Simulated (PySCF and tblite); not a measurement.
The numbers below are computed, except where a source is named.
**Pyramidal inversion: stationary points, barriers and rates**

System: C6H9N, numbered as in [CH:1]#[C:2][C@@H:3]1[CH2:4][C@H:5]([CH3:6])[NH:7]1.

Motion: pyramidal inversion at N7. Geometries: GFN2-xTB; energies: PBE0/pcSseg-1 + D3(BJ); zero-point and thermal terms from GFN2-xTB harmonic modes (soft modes blended into free rotors). Rates follow Eyring's equation with the number of equivalent paths and no tunnelling. Programs: tblite and PySCF.

```csv
point,symmetry,E(GFN2) kcal/mol,E(DFT) kcal/mol,ZPE change kcal/mol,lowest mode cm⁻¹,dipole D
start,C1,0.0,0.0,0.00,70,1.18
saddle,C1,5.7,5.0,-1.14,577i,0.76
end,C1,1.8,0.2,-0.21,60,1.63
```

```
Electronic barrier                                      : 5.0 kcal/mol
Barrier with zero-point energy                          : 3.8 kcal/mol
ΔH‡ (298 K)                                             : 3.8 kcal/mol
ΔS‡ (298 K, symmetry apart)                             : -0.1 cal/(mol K)
Paths                                                   : 1 equivalent path
End point                                               : a different minimum
Mean lifetime of the start against this motion at 298 K : 96 ps
Cost                                                    : 2.3 min on 1 thread of Intel Xeon @ 2.70GHz, on a host shared with other jobs (rough), peak memory 0.77 GiB, launched as `OMP_NUM_THREADS=1 python ens_run.py task.json out`
```

| T/K | ΔG‡ kcal/mol | k s⁻¹ | ΔG kcal/mol | k back s⁻¹ |
| --- | --- | --- | --- | --- |
| 150 | 3.8 | 9.1×10⁶ | -0.1 | 7.7×10⁶ |
| 200 | 3.8 | 3×10⁸ | -0.1 | 2.5×10⁸ |
| 250 | 3.8 | 2.5×10⁹ | -0.1 | 2.1×10⁹ |
| 298 | 3.8 | 1×10¹⁰ | -0.1 | 8.5×10⁹ |
| 350 | 3.8 | 3.1×10¹⁰ | -0.1 | 2.5×10¹⁰ |
| 400 | 3.8 | 6.9×10¹⁰ | -0.2 | 5.6×10¹⁰ |
| 500 | 3.9 | 2.2×10¹¹ | -0.2 | 1.7×10¹¹ |

ΔG and ΔG‡ leave out symmetry numbers and mirror images; rates count paths: 1 out, 1 back.
